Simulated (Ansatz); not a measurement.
The lowest singlet and triplet of PH (SMILES [PH]); geometries from B3LYP-D3(BJ)/def2-TZVP, each state relaxed from the structure named, with no frequency check, low spin by broken symmetry.
Singlet (charge 0, multiplicity 1):
```xyz
2

P      0.00000     0.00000    -0.08930
H      0.00000     0.00000     1.33956
```
Triplet (charge 0, multiplicity 3):
```xyz
2

P      0.0000     0.0000    -0.0893
H      0.0000     0.0000     1.3392
```

A positive gap puts the triplet lower; no zero-point energy. R- takes a restricted singlet, here one determinant of a half-filled degenerate or near-degenerate pair, which mixes singlet states. The triplet is unrestricted in single-reference levels. Active spaces average the two states.

Correlated levels freeze the cores.

Codes used: Ansatz (a program for electronic structure). Values without a source in brackets are computed.

Give the gap E(singlet) − E(triplet), adiabatic at the level SC-NEVPT2 on SA-CASSCF(6,5)/cc-pV(D+d)Z.

1.24 eV

Give the gap E(singlet) − E(triplet), adiabatic at the level R-SCS-MP2/cc-pV(D+d)Z.

1.56 eV

What is the computed gap E(singlet) − E(triplet), adiabatic (FIC-MRCISD+Q on SA-CASSCF(6,5)/cc-pV(Q+d)Z)?

0.94 eV

Doubts at one or more of the structures used: a restricted determinant that unrestricted orbitals would lower (R-SCS-MP2/cc-pV(D+d)Z).
